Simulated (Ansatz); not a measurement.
Consider the formal exchange of groups at the Si–B bond: `B[SiH2]B` + `O[BH][AlH2]` → `B[SiH2][B](O)[AlH2]` + BH₃.

Computed with Ansatz on PBE0-D4/def2-TZVP structures; ΔE is electronic, products minus reactants. CCSD(T)/CBS is the MP2 limit (def2-TZVPP, def2-QZVPP) plus CCSD(T) − MP2 in def2-TZVPP, frozen cores. This one scheme is used for every species. DFT in def2-TZVPP. Each species was taken in one conformer, which may not be the lowest.

```json
{"level": "ωB97X-V", "ΔE (eV)": "0.16"}
{"level": "MP2/def2-TZVPP", "ΔE (eV)": "0.11"}
```

Q: What does CCSD(T)/CBS give? (Estimate.)

A: Ansatz gave: +0.10 eV. The listed levels differ from it by 0.06, 0.01 eV.

Largest T1 diagnostic among the species: 0.020, so the coupled-cluster value is less sure than usual.

In def2-TZVPP, CCSD(T) changes the Hartree–Fock value by −0.34 eV (the triples alone add −0.08 eV) and MP2 by −0.33 eV. The D4 term adds −0.09 eV with B3LYP and −0.05 eV with PBE0; it sums over pairs of atoms, weighted by their polarisabilities, and B3LYP, whose exchange is more repulsive, gets the larger term.

B3LYP here is the variant with VWN-RPA as its local correlation; programs differ in this.
